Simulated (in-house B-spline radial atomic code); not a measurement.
Checks on a self-consistent run for Te, [Kr] 4d10 5s1 5p4 6f1. Computed with a radial B-spline atomic code at the basis-set limit: Dirac-Hartree-Fock, average of configuration, Fermi nucleus of rms radius 4.7423 fm.

```
orbital        q       ε (Eh)      <1/r>        <r²>  small-component weight
  1s1/2        2  -1176.29652    55.5738  0.00104767                0.036624
  2s1/2        2   -184.22745    12.9647   0.0168387               0.0078309
  2p1/2        2   -172.12948    12.9083   0.0125289               0.0078161
  2p3/2        4   -162.00095    11.9516    0.013813               0.0074382
  3s1/2        2    -38.48812     4.6261    0.117338               0.0023166
  3p1/2        2    -33.47533      4.526    0.112504                 0.00225
  3p3/2        4    -31.53492    4.29416    0.120458               0.0021509
  3d3/2        4    -22.79392    4.13284    0.102115               0.0020192
  3d5/2        6    -22.39399     4.0727    0.104449               0.0019892
  4s1/2        2     -7.47236    1.81263    0.663985              0.00062126
  4p1/2        2     -5.67311    1.70213    0.736173              0.00056278
  4p3/2        4     -5.30113    1.63261    0.784931              0.00053535
  4d3/2        4     -2.35225    1.37747     1.07219              0.00039958
  4d5/2        6     -2.29407    1.35804     1.09872              0.00039101
  5s1/2        1     -1.09341   0.627348     4.76059              9.8213e-05
  5p1/2   1.3333     -0.64175   0.524048     6.72929              6.9137e-05
  5p3/2   2.6667     -0.60535    0.50226     7.24531              6.3946e-05
  6f5/2  0.42857     -0.01391   0.027954     2597.78              3.7494e-07
  6f7/2  0.57143     -0.01391  0.0279598     2597.35              3.7511e-07
```

Electron-electron repulsion V_ee = 2509.8369 hartree.

(1) What total energy follows from the eigenvalues?

(2) Does the Dirac virial theorem hold?

(3) What diamagnetic shielding (Lamb formula) and susceptibility (Langevin formula) do the radii give?

## Answers

(1) The eigenvalues count the repulsion twice, so E = Σqε - V_ee = -4283.163 - 2509.837 = -6793.000 hartree; the run printed -6793.000.

(2) For a point nucleus E = -2c²Σq·w, with w the small-component weight. Here Σq·w = 0.18086 and c = 137.0360, so the ratio E/(-2c²Σq·w) is 1.000057; the finite nucleus accounts for the departure from 1.

(3) σ = (α²/3)Σq<1/r> = 317.06/(3·137.036²) = 5628 ppm, and χ = -0.79199×10⁻⁶·Σq<r²> = -2098×10⁻⁶ cm³/mol with Σq<r²> = 2649.5 bohr². Both are non-relativistic formulas without the paramagnetism of open shells; for so heavy an element the full relativistic shielding is larger by tens of per cent.
